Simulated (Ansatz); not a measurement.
The Si2–F1 bond of FH3Si (SMILES F[SiH3]) is stretched (multiplicity 1, the rest rigid).
Geometry at rest (charge 0, multiplicity 1):
```xyz
5

F      1.09031    -0.01711    -0.17021
Si    -0.49647     0.00779     0.07751
H     -0.94495     1.41511     0.06668
H     -0.77053    -0.61594     1.38810
H     -1.14675    -0.75426    -1.00795
```

Cores are frozen in the correlated methods.

Codes used: Ansatz (Gaussian orbitals). Values without a source in brackets are computed.

Energies above the point at 1.606 Å (the B3LYP-D3(BJ) bond length), FIC-MRCISD+Q on CASSCF(6,4)/cc-pV(D+d)Z (kcal/mol): 17.79 at 1.446 Å; 4.95 at 1.767 Å; 134.58 at 5.140 Å.

Question: Take the last value as the depth D of a Morse curve D(1 − e^(−a(R − R₀)))², fit a and R₀ to the two near points, and test it at 2.168 and 2.811 Å.

Answer: 
With D = 134.6, both near points (counted from the curve's value at 1.606 Å) are met by a = 1.66 Å⁻¹ and R₀ = 1.634 Å, so k = 2Da² = 738 kcal/(mol Å²). The curve then gives 46.1 and 98.7 kcal/mol; the level itself gives 47.4 and 107.3, so Morse is off by -1.3 and -8.7.

Doubts at one or more of the structures used: active orbitals that take no part (FIC-MRCISD+Q on CASSCF(6,4)/cc-pV(D+d)Z).

Ansatz is a first-principles code.
